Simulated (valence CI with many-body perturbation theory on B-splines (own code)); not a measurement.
## Missing levels of Se20+

Calculated by relativistic CI+MBPT: four valence electrons over a frozen Dirac-Fock core [Ne], radial functions for each j: 11 s, 11 p, 10 d, 8 f, 5 g, 2 h, with the one-electron correlation potential Σ1 (screened to all orders), the two-electron term Σ2, the three-electron term Σ3, Breit, model QED; selected single and double excitations, second order for the rest, scaled by the run's own slope (own B-spline code, finite nucleus).

No measured levels were compared; by estimate levels of excited configurations hold to 0.05 to 0.15 % of their energy, terms of the ground configuration to about 0.5 %. Among the levels kept, up to 790 cm⁻¹ of a level comes from second order outside the variational space, and about a tenth of that is noise between levels of different J, which matters for small intervals.

| Level | E (eV) |
| --- | --- |
| 3s²3p² ³P_0 | 0.000 |
| 3s²3p² ³P_1 | ? |
| 3s²3p² ³P_2 | ? |
| 3s²3p² ¹D_2 | 17.679 |
| 3s²3p² ¹S_0 | ? |
| 3s3p³ ⁵S°_2 | ? |
| 3s3p³ ³D°_1 | 62.781 |
| 3s3p³ ³D°_2 | 63.325 |
| 3s3p³ ³D°_3 | 65.721 |
| 3s3p³ ³P°_0 | 72.825 |
| 3s3p³ ³P°_1 | 73.599 |
| 3s3p³ ³P°_2 | 73.725 |
| 3s²3p3d ¹D°_2 | 80.349 |
| 3s3p³ ³S°_1 | 86.535 |
| 3s²3p3d ³F°_2 | ? |
| 3s²3p3d ³F°_3 | 90.141 |
| 3s3p³ ¹P°_1 | 95.680 |
| 3s²3p3d ³F°_4 | 95.749 |
| 3s²3p3d ³P°_2 [a] | ? |
| 3s²3p3d ³D°_1 | 98.928 |

Names give the largest LS component (configuration and term), which can be under half, so a name can repeat, a term be missing and a line seem to break the LS rules; names also repeat where a configuration has a term twice. Letters in brackets count levels of one name in rising energy.

The levels stand in rising order. What does the calculation give for the missing energies?

3s²3p² ³P_1 6.068; 3s²3p² ³P_2 8.898; 3s²3p² ¹S_0 25.683; 3s3p³ ⁵S°_2 50.254; 3s²3p3d ³F°_2 87.192; 3s²3p3d ³P°_2 [a] 97.416.
